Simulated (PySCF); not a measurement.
## C8H8: calculation against experiment

**The experiment to reproduce.**

From NIST CCCBDB Release 22 (SRD 101), experimental polarizabilities, for the gas: mean polarisability 14.409 Å³.

The results are set against them at the end.

Compound: C8H8.
Atom-mapped SMILES: `[CH2:1]=[CH:2][c:3]1[cH:4][cH:5][cH:6][cH:7][cH:8]1` (hydrogens: H9, H10 on C1; H11 on C2; H12 on C4; H13 on C5; H14 on C6; H15 on C7; H16 on C8)

Geometry (GFN2-xTB, Å), atoms numbered from 1 in this order:
```xyz
16
C8H8 angstrom
C     -2.7386   -0.7395   -0.2856
C     -1.8835    0.2680   -0.1580
C     -0.4336    0.1764   -0.0302
C      0.2581   -1.0358   -0.0297
C      1.6336   -1.0640    0.0930
C      2.3512    0.1146    0.2178
C      1.6801    1.3258    0.2191
C      0.3044    1.3549    0.0961
H     -3.7979   -0.5676   -0.3752
H     -2.4276   -1.7699   -0.3073
H     -2.2685    1.2810   -0.1443
H     -0.2818   -1.9653   -0.1256
H      2.1518   -2.0122    0.0909
H      3.4265    0.0880    0.3138
H      2.2312    2.2500    0.3163
H     -0.2128    2.3046    0.0975
```

The PySCF runs (gas phase, on this GFN2-xTB geometry; no spin–orbit coupling):

```csv
level,job,basis functions,wall time
wB97X-D/def2-SVPD,"8 singlets by full TDDFT, 3 Tamm–Dancoff triplets, polarisability",224,64 s
```

Hardware: x86-64 server, one thread, shared host.

## Comparison

**Mean polarisability.** Measured: 14.409 Å³ (NIST CCCBDB Release 22 (SRD 101), experimental polarizabilities).

```csv
level,computed (Å³),computed − measured (Å³),% (from the printed values)
wB97X-D/def2-SVPD,14.092,-0.317,-2
```

The computed values are static and purely electronic, with core orbitals frozen in the response (1 au = 0.148185 Å³). The table of measured values doesn't say here whether a value is static or optical, or holds a vibrational part.

No measured geometry was used, and the causes of the misses weren't examined.
